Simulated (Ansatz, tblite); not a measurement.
Removing an electron: BeH₂. Charge 0, multiplicity 1. Geometry: PBE-D4/def2-TZVP. Ansatz, gas phase; energy differences of separate SCF runs; the oxidised species was run as a doublet alone.

```xyz
3

Be    0.0000    0.0000    0.0000
H     0.0735   -1.3403   -0.0045
H    -0.0735    1.3403    0.0046
```

The xTB rows come from tblite.

```
              level  −HOMO (eV)  vertical IE (eV)  −LUMO (eV)  HOMO–LUMO gap (eV)
           GFN1-xTB       12.06             16.26        6.00                6.06
           GFN2-xTB       11.35             15.93        5.35                6.00
   PBE-D4/def2-TZVP        7.45             11.59        1.58                5.87
r2SCAN-D4/def2-TZVP        7.76             11.62        1.03                6.73
  PBE0-D4/def2-TZVP        8.79             11.77        0.75                8.05
```

Relaxing the oxidised species (PBE-D4/def2-TZVP) changes its energy by -0.30 eV at PBE-D4/def2-TZVP, so the adiabatic ionisation energy to this nearest minimum is 11.29 eV. At PBE0-D4/def2-TZVP it is 11.40 eV.  Run but left out: HF/def2-TZVPP, MP2/def2-TZVPP, CCSD/def2-TZVPP, CCSD(T)/def2-TZVPP (flagged by the program: other roots). Raw xTB energy differences between charge states are shifted by several eV; the methods need an empirical correction for them.
